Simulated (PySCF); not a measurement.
# Bond curve of CI⁻

Set-up: basis C aug-cc-pVDZ, I aug-cc-pVDZ-PP with ECP28; scalar-relativistic core potentials; PySCF 2.14. Energies in eV from C + I⁻ in their ground configurations at the same level. All curves are PBE0. state 1: ³Σ⁻ (triplet), unpaired electrons π ↑↑; state 2: Ms = 0 determinant of mixed spin (⟨S²⟩ near 1.0), unpaired electrons π ↑↓, a mixture of terms (⟨Lz²⟩ = 2.0), a second solution, started from another occupation; state 3: singlet, one real π or δ orbital doubly filled, a mixture of terms (⟨Lz²⟩ = 2.0), a second solution, started from another occupation.

```csv
R (Å),state 1,state 2,state 3
1.951,-1.138,-0.790,0.2229
2.042,-1.423,-1.066,-0.0005
2.133,-1.572,-1.206,-0.0925
2.201,-1.621,-1.249,-0.1026
2.269,-1.633,-1.254,-0.0775
2.337,-1.616,-1.232,-0.0272
2.428,-1.564,-1.173,0.0662
2.541,-1.468,-1.070,0.2074
2.677,-1.332,-0.925,0.3906
2.859,-1.144,-0.728,0.6305
```

Task: Put a parabola through the three lowest points of the state 1 curve and estimate Re, k and ωe (reduced mass 10.96 u; 1 eV/Å² = 0.16022 mdyn/Å; ωe = 1302.8·√(k/μ) cm⁻¹).

Result: Through R = 2.201, 2.269, 2.337 Å the second-order coefficient is 3.14 eV/Å², so Re ≈ 2.263 Å, k ≈ 1.00 mdyn/Å and ωe ≈ 394 cm⁻¹. A polynomial fit of higher order to the unrounded PBE0 energies gives Re = 2.259 Å, k = 1.00 mdyn/Å, ωe = 394 cm⁻¹; anharmonicity and rounding make the difference.

The higher-order fit for each curve: state 1: Re = 2.259 Å, ωe = 394 cm⁻¹, De = 1.63 eV; state 2: Re = 2.246 Å, ωe = 404 cm⁻¹, minimum 1.26 eV below the ground-state fragments; state 3: Re = 2.183 Å, ωe = 451 cm⁻¹, minimum 0.104 eV below the ground-state fragments.

Spin–orbit coupling is left out, which matters for elements this heavy, above all for dissociation energies. For an ion De counts to the pair picked by the measured ionisation energies or electron affinities, which need not be the lowest pair at this level. The highest Kohn–Sham level is positive in this anion. Much of that is self-interaction error, but it also means that the finite basis helps to hold the extra electron. The state is the lowest determinant that a PBE0 search found; another state may lie lower at other levels.
